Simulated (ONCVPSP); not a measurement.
# sulfur (S): excitation energies, all-electron against ONCV

ONCVPSP 4.0.1 input, shortened (lines: element, Z, core and valence counts, functional; n l f; lmax; l rc ep ncon nbas qcut; lloc lpopt rc5 dvloc0; l nproj debl; icmod fcfact rcfact), PBE, scalar-relativistic:

```
  S 16.00    3    2        4      upf
    1    0    2.00
    2    0    2.00
    2    1    6.00
    3    0    2.00
    3    1    4.00
    2
    0    1.45    0.00    5    8    4.70
    1    1.50    0.00    4    7    6.10
    2    1.50    0.16    3    7    7.10
    4    5    1.40    0.00
    0    2    0.60
    1    1    2.50
    2    1    3.00
    1    0.30    0.00
```

In the s channel the program set the typed energies aside and used -0.634, 0.250 Ha.

Energies are relative to the spin-unpolarised reference configuration 3s2 3p4; without spin polarisation the order of configurations can differ from experiment.

Q: Give the all-electron excitation energy and the error of the potential for: 3s2 3p3; 3s2 3p2; 3s2 3p1; 3s2 3p0.

A:

```tsv
valence configuration	charge	ΔE all-electron (eV)	error AE − PS (meV)
3s2 3p3	+1	11.769	+2.9
3s2 3p2	+2	34.052	+21
3s2 3p1	+3	68.094	+69
3s2 3p0	+4	114.892	+159
```

Levels in the configuration 3s2 3p1:

| level | all-electron (eV) | pseudo (eV) |
| --- | --- | --- |
| 3s | -52.242 | -52.156 |
| 3p | -40.275 | -40.204 |
